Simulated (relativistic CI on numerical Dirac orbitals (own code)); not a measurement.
**Spin-allowed bands of a d3 ion in an octahedral site, by hand**

Problem. A d3 ion in an octahedral site has a 4A2 ground term and spin-allowed bands at ν1 = 22650 and ν2 = 27048 cm⁻¹ (from a computed ligand-field model). Find Δ and the Racah parameter B, and predict the third band.

Working.
1. The F term splits into A2 (−1.2Δ), T2 (−0.2Δ) and T1 (+0.6Δ), so ν1 = E(T2) − E(A2) = Δ = 22650 cm⁻¹.
2. T1(F) mixes with T1(P), which lies at 15B, through an element 0.4Δ. The two roots, counted from A2, are ν2,3 = ½(15B + 3Δ) ∓ ½√[(15B − Δ)² + 12BΔ].
3. Solving the lower root for B gives B = (2ν1² + ν2² − 3ν1ν2)/(15ν2 − 27ν1) = -80272296/-205830 = 390 cm⁻¹.
4. The sum of the roots is 15B + 3Δ, so ν3 = 15B + 3ν1 − ν2 = 46752 cm⁻¹ (214 nm).

Check. The bands were computed by exact diagonalisation of the d3 shell with B = 390 and Δ = 22650 cm⁻¹, which gives ν3 = 46752 cm⁻¹. C does not enter the terms of highest spin.
